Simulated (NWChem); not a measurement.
System: GeH₂ cation, doublet; SMILES of the neutral closed-shell parent [GeH2]

The following NWChem deck was run.

```
start job
memory heap 200 mb stack 700 mb global 900 mb
charge 1
geometry units angstroms noautoz
  Ge     0.000000     0.000000    -0.014369
  H      1.360257     0.000000    -0.803827
  H     -1.360257     0.000000    -0.803827
end
basis spherical
  * library def2-svp
end
dft
  odft
  mult 2
  xc m06-2x
  iterations 150
  mulliken
end
task dft energy
```

In the optimisation the excess spin sits in a1 (C2v, its own frame). Coordinates come from a B3LYP/6-31G* (spherical d), spin-unrestricted optimisation. This spin state was assumed; another may lie lower. No stability test was run on the SCF state.

Problem. What results follow from this input? (M06-2X/def2-SVP, spin-unrestricted.) Quantities: energy (Ha); highest occupied level (eV); lowest empty minus highest occupied level, either spin (eV); <S²>.

Solution. 
| Quantity | Result |
|---|---|
| energy (Ha) | -2077.56 |
| highest occupied level (eV) | -15.58 |
| lowest empty minus highest occupied level, either spin (eV) | 5.28 |
| <S²> | 0.753 |
